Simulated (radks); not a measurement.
Effect of the nuclear size on the chlorine ion Cl2+, [Ne] 3s2 3p3. All-electron calculation, Dirac Kohn-Sham, relativistic LDA (MacDonald-Vosko exchange, VWN5 correlation), spin-unpolarised, spherical densities, finite nucleus; open shells are shared between the two j in proportion to 2j + 1; Fermi nuclear charge, rms radius 3.3654 fm. Program: a radial shooting solver on a logarithmic mesh with Libxc functionals. The rms radius is varied about that value; shifts are against it.

rms radius (fm) = 2.7765: total energy shift (eV) -0.00445; density at nucleus (e/bohr^3) 3573; 1s1/2 shift (meV) -1.86; 2s1/2 shift (meV) -0.135
rms radius (fm) = 3.187: total energy shift (eV) -0.00143; density at nucleus (e/bohr^3) 3563; 1s1/2 shift (meV) -0.601; 2s1/2 shift (meV) -0.044
rms radius (fm) = 3.3654: total energy shift (eV) 0; density at nucleus (e/bohr^3) 3560; 1s1/2 shift (meV) 0.000; 2s1/2 shift (meV) 0.000
rms radius (fm) = 3.6616: total energy shift (eV) 0.00255; density at nucleus (e/bohr^3) 3554; 1s1/2 shift (meV) 1.07; 2s1/2 shift (meV) 0.077
rms radius (fm) = 3.8601: total energy shift (eV) 0.00438; density at nucleus (e/bohr^3) 3551; 1s1/2 shift (meV) 1.83; 2s1/2 shift (meV) 0.133

Slopes of the eigenvalues against <r^2> in GHz/fm^2, as finite differences over the two radii next to the reference (eigenvalue slopes, not the field-shift constants of lines): 1s1/2 124, 2s1/2 9.00.
